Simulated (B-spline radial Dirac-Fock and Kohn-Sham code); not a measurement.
**Dipole and non-dipole photoemission parameters of Hf 5p1/2**

System: atomic hafnium, configuration [Xe] 4f14 5d2 6s2; threshold 45.65 eV (orbital energy of the model). These are calculated numbers from a B-spline atomic structure program; the model is Dirac-Hartree-Slater photoionisation with a Latter tail; cross sections with all multipoles, angular parameters from the dipole term and its interference with E2.

For linearly polarised light dσ/dΩ = σ/(4π) [1 + β P₂(cos θ) + (δ + γ cos²θ) sin θ cos φ], with θ from the polarisation vector and φ the angle between the beam and the projection of the electron momentum on the plane normal to the polarisation.

```csv
hν (eV),σ (kb),β,γ,δ
56,2290,1.916,-0.033,-0.004
60,1790,1.942,-0.022,-0.005
70.4,?,?,?,?
87.7,423,1.620,0.295,-0.022
100,262,1.363,0.391,-0.027
116,157,0.986,0.426,-0.028
150,73.8,0.286,0.279,-0.011
228,34.0,0.015,-0.057,0.035
230,33.6,0.023,-0.059,0.036
254,29.9,0.138,-0.061,0.040
296,25.6,0.364,-0.012,0.042
417,18.8,0.875,0.190,0.032
441,17.9,0.947,0.222,0.030
844,9.18,1.489,0.353,0.006
1000,7.49,1.564,0.315,0.003
1150,6.27,1.612,0.268,0.001
1860,3.17,1.703,0.075,-0.003
2060,2.71,1.712,0.041,-0.003
2110,2.60,1.713,0.034,-0.003
2860,1.57,1.718,-0.019,-0.004
3150,1.32,1.714,-0.017,-0.005
4820,0.595,1.677,0.112,-0.004
5414.7,0.471,1.661,0.183,-0.003
6000,0.382,1.645,0.259,-0.002
6850,0.289,1.621,0.373,0.000
7650,0.227,1.600,0.480,0.003
8047.8,0.204,1.590,0.533,0.005
8250,0.193,1.585,0.560,0.005
9251.7,0.149,1.560,0.690,0.010
12400,0.0755,1.489,1.069,0.026
```

Task: Give the values at 70.4 eV.

Result: σ = 976 kb, β = 1.887, γ = 0.088, δ = -0.011.
